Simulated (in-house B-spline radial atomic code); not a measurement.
How numerical settings move a run on Ho+, [Xe] 4f11 6s1. Computed with an all-electron radial atomic-structure program (B-spline basis): Dirac-Hartree-Fock, average of configuration, Fermi nucleus of rms radius 5.2022 fm.

Command:
```bash
python run_scf.py task.json out
```
Settings of the sound reference run:
```
Z                67
electrons        66
configuration    [Xe] 4f11 6s1
hamiltonian      dirac
method           hf
spin_polarised   False
nucleus          fermi
rms_radius       5.2022
mass_number      165
atomic_mass      164.9303
speed_of_light   137.036
knot_spacing     0.22
spline_order     8
gauss_points     12
box_radius       35.29
max_iterations   70
damping          0.5
damped_steps     3
diis_vectors     10
tolerance        1e-08
start            Thomas-Fermi
```

Cost of the run: 2.6 s on 1 thread of Arm Neoverse N1, with other jobs on the host.

It converges in 11 iterations to -12621.193952 hartree, with 6s1/2 at -10.9343 eV. The other runs change the listed settings, some to values that make no sense; their results aren't properties of the atom or ion. Radii are in bohr (the nuclear one in fm), a minus after a letter asks for a j subshell, and «unchanged» means within 1e-8 hartree. The run stops when the residual is below 10 × tolerance × max(1, Z/10), or a noise floor if that is larger, and the energy moves by less than 1e-8 × √|E| hartree; so very loose and very tight tolerances often act alike.

| changed settings | outcome |
| --- | --- |
| spin_polarised = True | stopped with error: spin polarisation is not served with the Dirac Hamiltonian |
| damping = 0 | converged in 16 iterations, energy unchanged, 6s1/2 level +5.1e-07 eV |
| gauss_points = 4 | converged in 11 iterations, energy +5.69e-06 hartree from the reference |
| damping = 0.95 | converged in 14 iterations, energy unchanged, 6s1/2 level +7.0e-07 eV |
| max_iterations = 8 | not converged after 8 iterations, last residual 8.3e-05, last energy +1.72e-07 hartree from the reference |
| box_radius = 10.59, max_iterations = 12, diis_vectors = 0, tolerance = 0.0001 | converged in 12 iterations, energy +2.21e-04 hartree from the reference, 6s1/2 level +5.6e-03 eV (the program warns: 6s1/2 reaches the box edge) |
| max_iterations = 3 | not converged after 3 iterations, last residual 5.7e-02, last energy +8.88e-02 hartree from the reference |
| gauss_points = 3 | converged in 10 iterations, energy +1.22e-03 hartree from the reference, 6s1/2 level -3.6e-05 eV |
| damping = 0.2 | converged in 13 iterations, energy unchanged, 6s1/2 level +1.8e-06 eV |
| max_iterations = 5 | not converged after 5 iterations, last residual 2.8e-02, last energy +2.19e-02 hartree from the reference |
| spline_order = 7, box_radius = 141.16, first_knot = 1.49e-06, max_iterations = 50, damped_steps = 30 | converged in 21 iterations, energy +1.38e-06 hartree from the reference, 6s1/2 level +1.5e-06 eV |
| max_iterations = 5, damped_steps = 0 | not converged after 5 iterations, last residual 4.2e-03, last energy +5.44e-04 hartree from the reference |

Problem. What happens with spline_order = 6, first_knot = 1.49e-06, max_iterations = 100, diis_vectors = 1, start = bare nucleus?

Solution. Not converged after 100 iterations, last residual 3.4e+00, last energy +1.68e+02 hartree from the reference.

Problem. What happens with max_iterations = 12?

Solution. Converged in 11 iterations, energy unchanged.

Problem. What happens with max_iterations = 2, damped_steps = 8?

Solution. Not converged after 2 iterations, last residual 2.8e-01, last energy +1.90e+00 hartree from the reference.

Problem. What happens with electrons = 67, configuration = [Xe] 4f11 6s1 7s-1, max_iterations = 50?

Solution. Stopped with error: j subshells need the Dirac Hamiltonian and l > 0.
